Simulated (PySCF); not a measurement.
C₃H₃N₂, SMILES [c]1cnc[nH]1, multiplicity 2.

Geometry optimised at r2SCAN-D4/def2-SVP. The isomer is the one that the SMILES or the coordinates give; other isomers of the formula were not compared.

Computed with SMD-ωB97X/def2-SVP (PySCF).

Solvation free energies are E(SMD) − E(gas) at the gas-phase geometry, for 1 M in both phases. In vacuum the dipole moment is 3.35 D.

Computed solvation free energies in water, dichloromethane, cyclohexanone:
```csv
solvent,ΔG(solv) (kcal/mol),its non-electrostatic (CDS) part,dipole (D)
water,-6.5,2.9,4.46
dichloromethane,-10.2,-2.3,4.27
cyclohexanone,-10.0,-1.4,4.36
```
